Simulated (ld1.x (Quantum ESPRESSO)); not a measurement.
Values are calculated unless marked as measured or tabulated.
## Pseudopotentials across the periodic table

Generated with ld1.x 7.5 (TM, RRKJ, ultrasoft, PAW), atompaw 4.2 or ONCVPSP 4.0.1. The cutoff is in Ry: for ld1.x and atompaw files where the sum of valence levels is converged to 10 mRy in a Bessel basis, for ONCV files where the hardest occupied wave has 1 mHa per electron of residual kinetic energy. The error is the largest all-electron minus pseudo excitation energy over each file’s own four to seven test configurations (ionisations up to +4, promotions, holes and added fractions of an electron), all of which were solved. The labels leave out finer settings (local radius, basis sizes, second energies), which also bear on the numbers. Spin-polarised tests are not counted. The rows are a selection from randomly drawn settings: files with unsolved tests, undetermined cutoffs or missed reference levels are left out.

A true bound ghost makes a file unfit for plane-wave use even where its test errors are small: the radial tests pick states by their node count and pass the ghost by.

```tsv
element	potential	cutoff (Ry)	largest error (meV)	bound ghosts
P	ultrasoft, PBE, non-relativistic, rc 0.85/0.95 (sp), local smoothed, core correction yes, reference 2s2 2p6 3s1.75 3p3.25	160	-388	none
Sc	TM, Wu–Cohen, scalar-relativistic, rc 2.20/3.20/2.45 (spd), local s, core correction no, reference 3d1 4s0 4p0	35	+1661	none
Ag	TM, LDA (PZ), scalar-relativistic, rc 2.30/3.15/1.30 (spd), local s, core correction no, reference 4d10 5s0 5p0	80	-628	none
Ir	TM, PBE, scalar-relativistic, rc 2.00/1.15/1.65 (spd), local s, core correction yes, reference 5p6 5d7.5 6s1.5 6p0	140	-1304	none
```

Fill in the row for Bi: TM, PBE, scalar-relativistic, rc 1.50/2.35 (sp), local smoothed, core correction no, reference 6s1.5 6p3.5.

cutoff 45 Ry, largest error +429 meV, bound ghosts: d.

Fill in the row for Hg: TM, PBE, fully relativistic, rc 1.75/1.05/1.90 (spd), local smoothed, core correction no, reference 5p6 5d10 6s2 6p0.

cutoff 160 Ry, largest error +61 meV, bound ghosts: s.

Fill in the row for Mg: TM, LDA (PZ), non-relativistic, rc 2.20/3.60 (sp), local smoothed, core correction yes, reference 3s1.5 3p0.5.

cutoff 6 Ry, largest error -5.3 meV, bound ghosts: none.
